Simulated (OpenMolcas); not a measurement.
**Cr2+: moving or changing the point charges**

Cr2+ among 6 point charges of -1 e arranged as a trigonal antiprism (D3d), 2.1 Å from the ion, with a polar angle of 52.6° against the regular 54.74°.

```yaml
Program: OpenMolcas
Method: CASSCF
Basis: ANO-RCC-VDZP [5s4p2d1f]
Scalar_Hamiltonian: DKH2, point nucleus
Active_space: 4 electrons in 5 orbitals (3d)
State_averaging: 2S+1 = 5 even, 5 roots; 2S+1 = 3 even, 45 roots; 2S+1 = 1 even, 50 roots
Spin-orbit_coupling: state interaction with AMFI integrals over the reference wave functions
```

Runs around this geometry, states (labels of D3, the rotations of D3d). Energies in cm-1 above the lowest state or level, χT in cm3 K/mol.

```tsv
R (Å)	q (e)	Polar angle / regular	Ground state	First state of that spin	First gap with spin-orbit (degeneracies)	χT at 300 K	First state of another spin
2.1	-0.5	0.96	5E	5A1 1286	5.1 (1, 2)	2.680	3E 18885
1.97	-1	0.96	5E	5A1 3433	9.4 (2, 1)	2.867	3E 16961
2.1	-1	0.96	5E	5A1 2571	7.2 (2, 1)	2.827	3E 17782
2.23	-1	0.96	5E	5A1 1943	4.3 (2, 1)	2.778	3E 18333
2.1	-1	1.04	5E	5E 2922	0.6 (1, 1)	2.813	3A2 17701
```

Taking the first state of the same spin as R^-n, n = -ln(1943 / 3433) / ln(2.23 / 1.97) = 4.6 between the shortest and longest distance.

Scaling the charges by -0.5 / -1 = 0.50 scales the first state of the same spin by 1286 / 2571 = 0.50; with fixed orbitals a first-order splitting would follow the charge.

An orbital doublet at a regular site is open to a Jahn-Teller distortion, which this geometry leaves out. Without dynamic correlation the repulsion within the d shell is too large (B by tens of per cent), so at a given field states of lower spin stand too high. The ground term spreads over less than 5000 cm-1, several times less than with real ligands, so orbital moments are less quenched and χT lies further from the spin-only value than at real sites. Point charges carry no covalency, so the field is a model and not that of real ligands. A group larger than the point group allows holds several states that coincide in this model. No measured value stands beside these numbers.
